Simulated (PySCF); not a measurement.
# C4H7B: core ionisation energies

Compound: C4H7B.
Cartesian coordinates in Å at the PBE0-D3(BJ)/def2-SVP level; atoms count from 1:
```
atom  x, y, z in Å
B1    -1.875   -0.234   -1.528
C2    -0.347   -0.532   -1.361
C3     0.319   -0.081   -0.149
C4     0.855    0.305    0.868
C5     1.501    0.765    2.088
H6    -2.418   -0.600   -2.546
H7    -2.520    0.337   -0.682
H8     0.153   -0.133   -2.266
H9    -0.237   -1.629   -1.492
H10    2.507    1.163    1.883
H11    1.610   -0.055    2.814
H12    0.919    1.564    2.574
```

Method used: delta-SCF UKS SCAN, pcX-2 on the ionised atom, pcseg-1 elsewhere, spin-free X2C in PySCF 2.14.0. Binding energies are ΔSCF values: E(core-ionised, relaxed orbitals) − E(ground state) at a fixed geometry, referred to the vacuum level.

Problem. Give the core binding energies atom by atom.

Solution. 
```tsv
atom(s)	bonded to	level	binding energy (eV)	above the level's lowest (eV)	count
C4	C (triple bond) and C	C 1s	289.87	0.00	1
C3	C (triple bond) and C	C 1s	289.90	+0.03	1
C2	C, 2 H and B	C 1s	291.08	+1.21	1
C5	C and 3 H	C 1s	291.41	+1.54	1
```

Lowest listed C 1s: C4, bonded to C (triple bond) and C. Highest, 1.54 eV above it: C5, bonded to C and 3 H. The widest gap between neighbouring values is 1.18 eV, between 289.90 and 291.08 eV. Summing the Pauling electronegativity differences to the bonded atoms, each weighted by its formal bond order, gives 0.00 for the lowest site and -1.05 for the highest; the largest sum, 0.00, belongs to C3, 1.51 eV below the top. The smallest sum, -1.21, belongs to C2, 1.21 eV above the lowest. The values 289.87 and 289.90 eV lie too close for their order to be trusted.

Problem. Which photon energy gives electrons from C 1s of C4 a kinetic energy of 20 eV, and what is their de Broglie wavelength?

Solution. hν = 289.87 + 20 = 309.87 eV, recoil neglected; λ = 12.264 Å/√(E/eV) = 2.74 Å.

Not every level is listed. No level of boron is listed. Isolated species at its PBE0-D3(BJ)/def2-SVP geometry (one conformer only).
